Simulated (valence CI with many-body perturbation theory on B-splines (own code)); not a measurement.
Ag⁴²⁺: calculated level list

Computed by valence CI with perturbative core correlation (CI+MBPT): three valence electrons over a frozen Dirac-Fock core [He], radial functions for each j: 11 s, 11 p, 10 d, 8 f, 5 g, 2 h, with the one-electron correlation potential Σ1, the two-electron term Σ2, the three-electron term Σ3, Breit, model QED; selected CI, second order for the rest, scaled by the run's own slope (own B-spline code, finite nucleus).

No measured spectrum was set against this ion. As an estimate, large intervals hold to a few tenths of a per cent, small ones and those within an open d or f shell to about a per cent.

Levels 136 to 180 of 197, with energies above the lowest level, (2s^2 2p1/2) J=1/2. "Leading %" is the weight of the configuration and term that name the level; weights of strongly mixed levels are sums over their largest components and can fall short. In the jj column 3d3/2^4 stands for four electrons in 3d with j = 3/2.

```tsv
No.	Configuration	Term	J	E (× 10³ cm⁻¹)	Leading %	g	Leading jj	Second component
136	2s2p4s	²P°	1/2	42305	84	0.951	2s 2p1/2 4s (98 %)	15 % 2s2p4s ⁴P°
137	2s2p4p	⁴D	3/2	42406	52	1.153	2s 2p1/2 4p1/2 (96 %)	23 % 2s2p4p ²D
138	2s2p4p	⁴P	1/2	42456	49	1.912	2s 2p1/2 4p1/2 (97 %)	20 % 2s2p4p ²S
139	2s2p4p	⁴P	3/2	42477	30	1.377	2s 2p1/2 4p3/2 (99 %)	26 % 2s2p4p ²D
140	2s2p4d	⁴F°	3/2	42575	62	0.665	2s 2p1/2 4d3/2 (100 %)	14 % 2s2p4d ²D°
141	2s2p4p	⁴D	5/2	42621	48	1.353	2s 2p1/2 4p3/2 (97 %)	32 % 2s2p4p ²D
142	2s2p4p	²P	1/2	42621	48	1.245	2s 2p1/2 4p3/2 (97 %)	17 % 2s2p4p ⁴P
143	2s2p4p	²D	3/2	42629	45	1.285	2s 2p1/2 4p3/2 (98 %)	20 % 2s2p4p ⁴S
144	2s2p4d	⁴F°	5/2	42646	31	1.225	2s 2p1/2 4d5/2 (96 %)	30 % 2s2p4d ⁴D°
145	2s2p4f	⁴G	5/2	42705	45	0.840	2s 2p1/2 4f5/2 (100 %)	19 % 2s2p4f ⁴F
146	2s2p4d	⁴F°	5/2	42716	34	1.098	2s 2p1/2 4d3/2 (90 %)	25 % 2s2p4d ²D°
147	2s2p4f	⁴F	7/2	42732	26	1.147	2s 2p1/2 4f7/2 (100 %)	24 % 2s2p4f ⁴D
148	2s2p4d	⁴D°	3/2	42740	26	1.144	2s 2p1/2 4d3/2 (92 %)	20 % 2s2p4d ⁴P°
149	2s2p4d	⁴D°	1/2	42747	61	0.398	2s 2p1/2 4d3/2 (97 %)	32 % 2s2p4d ²P°
150	2s2p4d	⁴F°	7/2	42787	42	1.252	2s 2p1/2 4d5/2 (98 %)	32 % 2s2p4d ²F°
151	2s2p4d	²D°	3/2	42809	42	1.054	2s 2p1/2 4d5/2 (92 %)	37 % 2s2p4d ²P°
152	2s2p4d	²F°	5/2	42810	50	1.122	2s 2p1/2 4d5/2 (94 %)	23 % 2s2p4d ⁴P°
153	2s2p4f	⁴G	7/2	42850	38	1.014	2s 2p1/2 4f5/2 (97 %)	29 % 2s2p4f ²G
154	2s2p4f	⁴F	3/2	42852	54	0.638	2s 2p1/2 4f5/2 (98 %)	33 % 2s2p4f ²D
155	2s2p4f	⁴G	5/2	42855	32	0.949	2s 2p1/2 4f5/2 (96 %)	19 % 2s2p4f ⁴D
156	2s2p4f	⁴G	9/2	42876	36	1.195	2s 2p1/2 4f7/2 (98 %)	33 % 2s2p4f ²G
157	2s2p4f	²D	5/2	42882	36	1.045	2s 2p1/2 4f7/2 (95 %)	32 % 2s2p4f ²F
158	2s2p4f	²G	7/2	42884	36	1.139	2s 2p1/2 4f7/2 (97 %)	34 % 2s2p4f ⁴D
159	2p²4s	⁴P	1/2	43479	50	2.013	2p1/2^2 4s (97 %)	25 % 2p²4s ²S
160	2p²4p	⁴D°	1/2	43604	41	0.661	2p1/2^2 4p1/2 (97 %)	41 % 2p²4p ²P°
161	2s2p4s	⁴P°	5/2	43723	100	1.588	2s 2p3/2 4s (100 %)	
162	2s2p4s	²P°	3/2	43765	82	1.386	2s 2p3/2 4s (99 %)	18 % 2s2p4s ⁴P°
163	2p²4p	²P°	3/2	43817	29	1.333	2p1/2^2 4p3/2 (97 %)	21 % 2p²4p ⁴D°
164	2s2p4p	⁴P	3/2	43888	45	1.637	2s 2p3/2 4p1/2 (100 %)	26 % 2s2p4p ⁴S
165	2s2p4p	²D	5/2	43897	39	1.343	2s 2p3/2 4p1/2 (99 %)	38 % 2s2p4p ⁴D
166	2p²4d	²D	3/2	43908	37	0.792	2p1/2^2 4d3/2 (97 %)	35 % 2p²4d ⁴F
167	2p²4d	²D	5/2	43987	30	1.199	2p1/2^2 4d5/2 (97 %)	20 % 2p²4d ⁴D
168	2p²4f	²F°	5/2	44029	36	0.853	2p1/2^2 4f5/2 (97 %)	32 % 2p²4f ⁴G°
169	2s2p4p	⁴D	7/2	44055	100	1.419	2s 2p3/2 4p3/2 (100 %)	
170	2p²4f	²F°	7/2	44057	32	1.140	2p1/2^2 4f7/2 (97 %)	18 % 2p²4f ²G°
171	2s2p4p	²P	3/2	44071	54	1.479	2s 2p3/2 4p3/2 (100 %)	30 % 2s2p4p ⁴S
172	2s2p4p	⁴P	5/2	44098	52	1.401	2s 2p3/2 4p3/2 (99 %)	46 % 2s2p4p ²D
173	2s2p4p	²S	1/2	44114	53	1.585	2s 2p3/2 4p3/2 (99 %)	29 % 2s2p4p ²P
174	2s2p4s	²P°	1/2	44183	90	0.831	2s 2p3/2 4s (94 %)	6 % 2s2p4s ⁴P°
175	2s2p4d	⁴D°	5/2	44188	47	1.249	2s 2p3/2 4d3/2 (99 %)	21 % 2s2p4d ⁴F°
176	2s2p4s	²P°	3/2	44189	75	1.397	2s 2p3/2 4s (87 %)	13 % 2s2p4s ⁴P°
177	2s2p4d	⁴F°	7/2	44196	49	1.277	2s 2p3/2 4d3/2 (80 %)	34 % 2s2p4d ⁴D°
178	2s2p4d	⁴P°	3/2	44197	41	1.375	2s 2p3/2 4d3/2 (90 %)	37 % 2s2p4d ⁴D°
179	2s2p4d	⁴P°	1/2	44201	83	2.231	2s 2p3/2 4d3/2 (97 %)	13 % 2s2p4d ⁴D°
180	2s2p4d	⁴F°	9/2	44215	100	1.325	2s 2p3/2 4d5/2 (100 %)
```

Where two levels of one J and parity lie close, their mixing, g and order are uncertain.
